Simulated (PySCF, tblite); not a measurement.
Isomers of C4H8OSi. Method: GFN2-xTB as coded in tblite; computed harmonic values from a numerical Hessian at the method's own geometry, unscaled. The method is semi-empirical: single wavenumbers can be off by several per cent or more. Modes of hydrogen on silicon can be 10 to 20 % off. One conformer each.

Electronic energies: PBE0/pcSseg-1 single points on the GFN2-xTB geometries (PySCF, gas phase).

```csv
SMILES,"electronic energy, lowest = 0 (kJ/mol)"
C[Si@H]1C=COC1,34.4
C=C1CCO[SiH2]1,0.0
C=C[C@@H]1OC[SiH2]1,205.9
O=CC1([SiH3])CC1,103.3
C=C1COC[SiH2]1,123.6
```

Q: How do GFN2-xTB zero-point energies change the relative energies?

A: 
| SMILES | ZPE (kJ/mol) | of it from modes above 1550 cm⁻¹ | electronic (kJ/mol) | with ZPE, lowest = 0 (kJ/mol) | lowest mode (cm⁻¹) | rings |
| --- | --- | --- | --- | --- | --- | --- |
| C=C1CCO[SiH2]1 | 282.3 | 145.1 | 0.0 | 0.0 | 87 | 1 |
| C[Si@H]1C=COC1 | 283.3 | 149.7 | 34.4 | 35.4 | 98 | 1 |
| O=CC1([SiH3])CC1 | 269.9 | 141.6 | 103.3 | 90.9 | 104 | 1 |
| C=C1COC[SiH2]1 | 278.2 | 143.8 | 123.6 | 119.5 | 82 | 1 |
| C=C[C@@H]1OC[SiH2]1 | 273.9 | 145.2 | 205.9 | 197.5 | 53 | 1 |

The zero-point energies span 13.4 kJ/mol, from `O=CC1([SiH3])CC1` to `C[Si@H]1C=COC1`. The order is unchanged.

Q: And how do the electronic energies of GFN2-xTB itself compare?

A: `C=C1CCO[SiH2]1` 0.0; `C[Si@H]1C=COC1` 152.3; `O=CC1([SiH3])CC1` 150.6; `C=C1COC[SiH2]1` 171.3; `C=C[C@@H]1OC[SiH2]1` 245.4 kJ/mol, lowest = 0. Against the energies above, taken from the same isomer `C=C1CCO[SiH2]1`, the largest difference is 117.9 kJ/mol.

Q: What do entropy and thermal enthalpy add at 298.15 K and 1 bar (rigid rotor, harmonic oscillator, one conformer each)?

A: 
```json
{"SMILES": "C=C1CCO[SiH2]1", "point group": "C1", "symmetry number": "1", "S (J/(mol K))": "336.9", "H − H(0) (kJ/mol)": "20.26", "ZPE + H − H(0) − TS (kJ/mol)": "202.1"}
{"SMILES": "C[Si@H]1C=COC1", "point group": "C1", "symmetry number": "1", "S (J/(mol K))": "349.3", "H − H(0) (kJ/mol)": "21.72", "ZPE + H − H(0) − TS (kJ/mol)": "200.9"}
{"SMILES": "O=CC1([SiH3])CC1", "point group": "Cs", "symmetry number": "1", "S (J/(mol K))": "355.1", "H − H(0) (kJ/mol)": "22.71", "ZPE + H − H(0) − TS (kJ/mol)": "186.7"}
{"SMILES": "C=C1COC[SiH2]1", "point group": "C1", "symmetry number": "1", "S (J/(mol K))": "337.8", "H − H(0) (kJ/mol)": "20.52", "ZPE + H − H(0) − TS (kJ/mol)": "198.0"}
{"SMILES": "C=C[C@@H]1OC[SiH2]1", "point group": "C1", "symmetry number": "1", "S (J/(mol K))": "357.5", "H − H(0) (kJ/mol)": "22.23", "ZPE + H − H(0) − TS (kJ/mol)": "189.6"}
```
